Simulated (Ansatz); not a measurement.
Calculated with Ansatz (gas phase, PBE0-D4/def2-TZVP geometries, no zero-point term in ΔE). CCSD(T)/CBS adds triple-zeta CCSD(T) − MP2 to the extrapolated MP2 energy (def2 sets, frozen cores). This one scheme is used for every species. Functionals use def2-TZVPP. B3LYP here is the variant with VWN-RPA as its local correlation; programs differ in this. One conformer a species, not always the lowest.

`F[CH]([AlH2])[SiH2][SiH3]` + `N=CS` → `[AlH2]/[N]=C\S` + `FC[SiH2][SiH3]`  (ligand exchange at the Al–C bond)

`F[CH]([AlH2])[SiH2][SiH3]`:

Z-matrix (Å, degrees):
```
C
Al 1 1.977
Si 1 1.894 2 114.3
F 1 1.411 2 111.3 3 124.3
H 1 1.102 2 108.3 3 -118.0
H 2 1.587 1 116.7 3 65.2
H 2 1.582 1 120.4 3 -114.2
Si 3 2.346 1 109.6 2 -58.6
H 3 1.491 1 109.6 2 60.7
H 3 1.489 1 110.6 2 179.7
H 8 1.488 3 110.5 1 -47.6
H 8 1.488 3 109.7 1 -167.5
H 8 1.488 3 110.6 1 72.6
```

`N=CS`:

```xyz
6

N    -0.179    0.639    0.851
C     0.016    0.221   -0.323
S     0.253   -1.464   -0.718
H    -0.292    1.651    0.861
H     0.061    0.846   -1.222
H     0.140   -1.893    0.552
```

`[AlH2]/[N]=C\S`:

```xyz
8

Al    1.603   -0.281    1.163
N     0.196   -0.249    0.125
C    -0.799   -0.148   -0.604
S    -1.542    1.406   -1.023
H     1.359   -0.407    2.719
H     3.022   -0.216    0.471
H    -1.317   -1.004   -1.059
H    -2.521    0.900   -1.791
```

`FC[SiH2][SiH3]`:

```xyz
11

F    -2.144   -0.585    0.407
C    -1.085   -1.342   -0.083
Si    0.243   -0.206   -0.835
Si    0.895    1.422    0.713
H    -1.482   -2.040   -0.827
H    -0.674   -1.929    0.744
H     1.399   -1.071   -1.205
H    -0.287    0.429   -2.072
H     2.032    2.214    0.170
H    -0.231    2.342    1.014
H     1.334    0.766    1.975
```

```csv
level,ΔE (kcal/mol)
B3LYP-D4,-25.9
ωB97X-V,-23.8
B3LYP,-27.1
SCS-MP2/def2-TZVPP,-26.1
CCSD(T)/def2-TZVPP,-24.6
MP2/def2-QZVPP,-25.7
MP2/CBS(def2),-25.5
CCSD/CBS(def2),-24.7
```

(1) What does CCSD(T)/CBS give? (An estimate is asked.)

Largest T1 diagnostic among the species: 0.015.

Answers

(1) Computed: -24.2 kcal/mol. The listed levels differ from it by -1.7, 0.4, -2.9, -1.9, -0.4, -1.5, -1.3, -0.5 kcal/mol.

In def2-TZVPP, CCSD(T) changes the Hartree–Fock value by +4.1 kcal/mol (the triples alone add +0.5 kcal/mol) and MP2 by +2.8 kcal/mol. The D4 term adds +1.2 kcal/mol with B3LYP and +0.7 kcal/mol with PBE0; it sums over pairs of atoms, weighted by their polarisabilities, and B3LYP, whose exchange is more repulsive, gets the larger term.
